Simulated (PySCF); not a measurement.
## Bond curve of AsO

Set-up: basis As cc-pVDZ-PP with ECP10, O cc-pVDZ; scalar-relativistic core potentials; PySCF 2.14. Energies in eV from As + O in their ground configurations at the same level. All curves are PBE0. state 1: ²Π (doublet), unpaired electrons π ↑; state 2: ⁴Π (quartet), unpaired electrons π ↑↑↑, a second solution, started from another occupation.

```csv
R (Å),state 1,state 2
1.409,-2.414,2.947
1.474,-3.461,1.147
1.540,-4.033,-0.123
1.589,-4.233,-0.811
1.638,-4.284,-1.320
1.687,-4.222,-1.685
1.753,-4.006,-1.998
1.835,-3.608,-2.176
1.933,-3.114,-2.175
2.064,-2.501,-1.949
```

Put a parabola through the three lowest points of the state 1 curve and estimate Re, k and ωe (reduced mass 13.18 u; 1 eV/Å² = 0.16022 mdyn/Å; ωe = 1302.8·√(k/μ) cm⁻¹).

Through R = 1.589, 1.638, 1.687 Å the second-order coefficient is 23.5 eV/Å², so Re ≈ 1.636 Å, k ≈ 7.54 mdyn/Å and ωe ≈ 985 cm⁻¹. A polynomial fit of higher order to the unrounded PBE0 energies gives Re = 1.633 Å, k = 7.78 mdyn/Å, ωe = 1001 cm⁻¹; anharmonicity and rounding make the difference.

The higher-order fit for each curve: state 1: Re = 1.633 Å, ωe = 1001 cm⁻¹, De = 4.28 eV; state 2: Re = 1.881 Å, ωe = 639 cm⁻¹, minimum 2.20 eV below the ground-state fragments.

⟨S²⟩ of the unrestricted solution departs from its pure value on part of the curve, where spin states mix. Spin–orbit coupling is left out. The state was picked by a PBE0 search and need not be the measured ground state.
